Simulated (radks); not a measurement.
Initial-state core-level shifts of the platinum ion Pt+ when its valence configuration changes from [Xe] 4f14 5d9. Calculated with a radial shooting solver on a logarithmic mesh with Libxc functionals: scalar-relativistic Kohn-Sham, PBE, spin-polarised, spherical densities, finite nucleus; open shells are filled with parallel spins first (spin-orbit coupling, left out, can overturn this in heavy ions); Fermi nuclear charge, rms radius 5.427 fm. Shifts are changes of the shell-averaged eigenvalues in eV (positive: less bound); the change of the density at the nucleus, which sets a Mossbauer isomer shift, is in e/bohr^3, on a base of 2.116e+06.

valence,1s,4s,4p,5s,density at nucleus
4f13.5 5d9 6s0.5,-7.356,-7.854,-7.596,-3.545,+141.1
4f14 5d8 6p1,-4.767,-4.829,-4.829,-4.707,+8.7
4f14 5d7 6s1 6p1,-7.990,-8.128,-8.129,-7.806,+192.5
4f13 5d10,-11.696,-12.588,-12.059,-3.997,+127.7
4f12.5 5d9 6s0.5 6p1,-24.651,-26.019,-25.208,-12.729,+293.4
4f13.5 5d9.5,-5.793,-6.256,-5.996,-2.010,+63.1
4f13 5d9 6p1,-16.752,-17.698,-17.168,-8.966,+136.7
4f12 5d9 6s2,-31.162,-32.913,-31.812,-14.946,+624.1
4f11.5 5d9 6s0.5 6p2,-42.865,-44.925,-43.520,-22.167,+456.6
